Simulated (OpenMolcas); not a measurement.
## Cd I: effect of the IPEA shift

```
Program             : OpenMolcas
Basis               : ANO-RCC-VQZP [8s7p5d3f2g1h]
Scalar Hamiltonian  : DKH2, point nucleus
Active space        : 2 electrons in 4 orbitals (5s 5p)
State averaging     : 2S+1 = 3 even, 3 roots; 2S+1 = 1 even, 6 roots (1 in the spin-orbit step); 2S+1 = 3 odd, 3 roots; 2S+1 = 1 odd, 3 roots
Spin-orbit coupling : RASSI with atomic mean-field integrals over the reference wave functions, term energies averaged over their components
```

Methods on the same reference wave functions:
A. CASSCF
B. SS-CASPT2, IPEA 0 Eh, imaginary shift 0.1 Eh (closed shells correlated: 4d)
C. SS-CASPT2, IPEA 0.25 Eh, imaginary shift 0.1 Eh (closed shells correlated: 4d)

Energies in cm⁻¹ above 5s² ¹S₀, the measured ground level; measured values from NIST Handbook of Basic Atomic Spectroscopic Data.

```
     Level      A      B      C  Measured
   5s² ¹S₀    0.0    0.0    0.0       0.0
5s 5p ³P°₀  24002  28063  28340     30114
5s 5p ³P°₁  24458  28516  28794     30656
5s 5p ³P°₂  25393  29454  29732     31827
5s 5p ¹P°₁  43317  42499  43255     43692
```

Deviations, from unrounded energies. A percentage is the sum of absolute deviations over the sum of measured energies, with the sign that they share, or ± where signs differ.

| Against measurement | Levels | A | B | C |
| --- | --- | --- | --- | --- |
| mean absolute deviation (cm-1) | 4 | 4800 | 1900 | 1500 |
| other configurations (%) | 4 | -14.0 | -5.7 | -4.5 |

C lies closest to measurement on these levels and A furthest from it. The largest miss of C in the table is 5s 5p ³P°₂, by -2100 cm-1. The ranking rests on the paired levels alone, and a cruder setting can come out closer through cancelling errors.

Between B and C the level of the table that moves most is 5s 5p ¹P°₁, by 760 cm-1 (lowest in B, highest in C).

The lowest spin-free term lies below A's lowest term by 0.378 hartree in B, 0.375 hartree in C.

Some high roots are left out of the spin-orbit mixing, which shifts the levels that they would mix with. Without dynamic correlation excited terms often stand tens of per cent too high (terms of higher spin than the ground term too low), and those without a measured partner can miss by more than the paired ones (holds for A). Measured partners are found by configuration, term and J. A level has none where our copy of the source lacks it or the pairing is in doubt (some pairs that miss far off the trend of their configuration count as doubtful), and it then counts in no deviation. Only configurations of the active space appear. The table leaves out levels that lie high or whose names do not pair safely across all columns.

° marks odd parity.
